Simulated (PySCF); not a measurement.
C4H5F, SMILES F[C@H]1C=CC1. Atoms are numbered in the order given.

```xyz
10

F     -1.5142     0.6658     0.4302
C     -0.5182     0.1847    -0.3753
C      0.8537     0.7781    -0.2002
C      1.4098    -0.4138     0.0650
C      0.1031    -1.1715     0.0544
H     -0.8910     0.1923    -1.4153
H      1.2401     1.7932    -0.3173
H      2.4434    -0.7439     0.2018
H      0.0026    -2.0138    -0.6504
H     -0.2576    -1.4846     1.0464
```

Coordinates come from a PBE0-D3(BJ)/def2-SVP optimisation. The structure was generated by enumeration; whether it is a known compound was not checked.

Method: CAM-B3LYP/def2-TZVP (PySCF).

Atomic charges (e):

```
atom         IAO  Löwdin
----  ----------  ------
F1         -0.33    0.11
C2          0.20   -0.31
C3    (withheld)   -0.13
C4    (withheld)   -0.12
C5         -0.27   -0.21
H6    (withheld)    0.13
H7    (withheld)    0.13
H8          0.15    0.13
H9          0.13    0.13
H10         0.15    0.14
```

Task: Complete the blanks. (The exact figures need the calculation; the answer reports its results.)

Result: 
- C3, IAO: -0.18
- C4, IAO: -0.12
- H6, IAO: 0.13
- H7, IAO: 0.15

Task: Give the Mayer and Wiberg (Löwdin basis) orders of the bonds. (Estimate from the structure and the level; the computed values follow.)

Result: 
```tsv
bond	Mayer	Wiberg
F1–C2	1.02	1.67
C2–C3	1.02	1.17
C3–C4	1.81	1.98
C2–C5	1.00	1.11
C4–C5	1.02	1.19
C2–H6	0.98	0.85
C3–H7	0.95	0.87
C4–H8	0.95	0.88
C5–H9	0.96	0.87
C5–H10	0.93	0.86
```
